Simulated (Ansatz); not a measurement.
`CBNBN`. Total charge 0; spin multiplicity 1.

```xyz
13

C    -1.5365    1.5550    0.6886
B    -0.4883    0.4055    0.5114
N     0.1059    0.1018   -0.7271
B     1.0783   -0.9211   -1.0445
N     1.5848   -1.7944   -0.0825
H    -2.4779    1.1529    1.0798
H    -1.7593    2.1096   -0.2272
H    -1.1923    2.2696    1.4446
H    -0.1682   -0.2555    1.4662
H    -0.1800    0.6700   -1.5113
H     1.4625   -1.0217   -2.1760
H     1.3112   -1.7703    0.8849
H     2.2598   -2.5013   -0.3069
```

Task: What are the harmonic wavenumbers in cm⁻¹ at PBE0-D4/def2-TZVP (Ansatz, finite differences of forces, unscaled)? (An estimate is asked.)

Result: Ansatz gave: 116, 131, 183, 185, 340, 487, 531, 618, 646, 764, 825, 905, 935, 968, 980, 1033, 1136, 1172, 1275, 1328, 1427, 1451, 1453, 1498, 1631, 2556, 2604, 3031, 3094, 3114, 3602, 3632, 3740.

Task: Is this a minimum?

Result: Yes, all 33 modes are real.

Task: Give the ideal-gas thermochemistry at 298.15 K and 1 bar (rigid rotor, harmonic oscillator; point group Cs, symmetry number 1).

Result: Zero-point energy 283.5 kJ/mol; H(298) − E = 304.2 kJ/mol; entropy 333.0 J/(mol·K), of which translation 161.8, rotation 107.9, vibration 63.4; G(298) − E = 204.9 kJ/mol.

Task: And at 400, 500, 600, 800 and 1000 K?

Result: 
| T (K) | H − E (kJ/mol) | S (J/mol/K) | G − E (kJ/mol) |
| --- | --- | --- | --- |
| 400 | 316.7 | 368.9 | 169.1 |
| 500 | 331.5 | 401.8 | 130.6 |
| 600 | 348.3 | 432.4 | 88.8 |
| 800 | 386.7 | 487.5 | -3.3 |
| 1000 | 430.0 | 535.7 | -105.7 |
